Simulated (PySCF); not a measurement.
# Shieldings and the share of exact exchange

Molecule: `InChI=1S/C3H8BFO/c1-3(5)6-4-2/h3-4H,1-2H3/t3-/m0/s1`.

Molfile (atoms numbered from 1):
```
C3H8BFO
     RDKit          3D

 14 13  0  0  0  0  0  0  0  0999 V2000
    2.1399   -0.3962    0.1878 C   0  0  0  0  0  0  0  0  0  0  0  0
    1.3061    0.8515   -0.2657 B   0  0  0  0  0  0  0  0  0  0  0  0
   -0.0570    0.8758   -0.3051 O   0  0  0  0  0  0  0  0  0  0  0  0
   -0.8433   -0.2169    0.0376 C   0  0  1  0  0  0  0  0  0  0  0  0
   -2.2923    0.1776    0.0081 C   0  0  0  0  0  0  0  0  0  0  0  0
   -0.6228   -1.2212   -0.8704 F   0  0  0  0  0  0  0  0  0  0  0  0
    3.1796   -0.1395    0.4326 H   0  0  0  0  0  0  0  0  0  0  0  0
    2.1609   -1.1136   -0.6519 H   0  0  0  0  0  0  0  0  0  0  0  0
    1.6962   -0.9413    1.0365 H   0  0  0  0  0  0  0  0  0  0  0  0
    1.8178    1.8858   -0.6354 H   0  0  0  0  0  0  0  0  0  0  0  0
   -0.5403   -0.6115    1.0249 H   0  0  0  0  0  0  0  0  0  0  0  0
   -2.4789    0.9788    0.7361 H   0  0  0  0  0  0  0  0  0  0  0  0
   -2.5471    0.5447   -0.9959 H   0  0  0  0  0  0  0  0  0  0  0  0
   -2.9267   -0.6853    0.2514 H   0  0  0  0  0  0  0  0  0  0  0  0
  1  2  1  0
  2  3  1  0
  3  4  1  0
  4  5  1  0
  4  6  1  0
  1  7  1  0
  1  8  1  0
  1  9  1  0
  2 10  1  0
  4 11  1  1
  5 12  1  0
  5 13  1  0
  5 14  1  0
M  END
```

GIAO shieldings (ppm, equivalent atoms averaged) in PySCF on the PBE0-D3(BJ)/def2-SVP geometry, basis pcSseg-1, gas phase, non-relativistic:

| functional | exact exchange (%) | σ(C4) | σ(B2) | σ(O3) | σ(F6) |
| --- | --- | --- | --- | --- | --- |
| BLYP | 0 | 65.6 | 39.6 | 57.4 | 286.7 |
| BP86 | 0 | 70.9 | 42.9 | 62.1 | 289.9 |
| PBE | 0 | 71.5 | 41.9 | 58.9 | 287.9 |
| B3LYP | 20 | 72.5 | 43.7 | 75.3 | 302.3 |
| PBE0 | 25 | 79.5 | 47.1 | 81.5 | 306.9 |
| mPW1PW91 | 25 | 78.7 | 47.4 | 82.9 | 307.9 |
| HF | 100 | 97.5 | 62.6 | 136.6 | 347.9 |

**Question.** Fit each shielding as a line in the percentage of exact exchange.

**Answer.** σ(C4) = 69.7 + 0.28 x (rms 2.4 ppm); σ(B2) = 41.3 + 0.21 x (rms 1.2 ppm); σ(O3) = 60.5 + 0.77 x (rms 2.0 ppm); σ(F6) = 289.7 + 0.60 x (rms 2.1 ppm). The functionals also differ in their semilocal parts, which the line can't hold; Hartree–Fock has no correlation at all.

**Question.** What does the line predict for BHandHLYP (50 %), and what does the run give?

**Answer.** σ(C4): 83.7 predicted, 81.9 computed; σ(B2): 51.8 predicted, 50.0 computed; σ(O3): 99.0 predicted, 99.3 computed; σ(F6): 319.7 predicted, 321.2 computed ppm.
